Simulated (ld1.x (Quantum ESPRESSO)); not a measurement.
Configuration tests for iodine (TM)

ld1.x (Quantum ESPRESSO) 7.5 input, shortened:

```
&input
   title='I', zed=53., rel=1, dft='PBE', iswitch=3,
   config='[Kr] 4d10 5s2 5p5'
 /
 &inputp
   pseudotype=2, tm=.true., lloc=-2, rcloc=1.20,
   nlcc=.true., rcore=0.64
 /
2
5S  1  0   2.00   0.00  1.35  1.35  0.0
5P  2  1   5.00   0.00  1.85  1.85  0.0
 &test
   configts(1)='5s2 5p5'
 /
```

Energies are relative to the spin-unpolarised reference configuration 5s2 5p5; without spin polarisation the order of configurations can differ from experiment.

| valence configuration | charge | ΔE all-electron (eV) | error AE − PS (meV) |
| --- | --- | --- | --- |
| 5s2 5p4 | +1 | 11.131 | +1.5 |
| 5s2 5p3 | +2 | 30.977 | +6.7 |
| 5s2 5p2 | +3 | 60.305 | -8.5 |
| 5s2 5p1 | +4 | 99.731 | -119 |
| 5s2 5p5.3 | -0.3 | -1.783 | +0.8 |
| 5s1 5p6 | 0 | 10.414 | -15 |

**Question.** What are ΔE and the potential's error for 5s1 5p5?

**Answer.** ΔE = 22.111 eV all-electron; the error (AE − PS) is -1.1 meV.

Levels in the configuration 5s2 5p3:

| level | all-electron (eV) | pseudo (eV) |
| --- | --- | --- |
| 5s | -36.003 | -35.974 |
| 5p | -24.481 | -24.472 |

Note: ghost states, extra bound levels that the all-electron valence spectrum of the same l lacks: s at -49.2 eV, d at -14.0 eV. A true bound ghost makes a file unfit for plane-wave use.
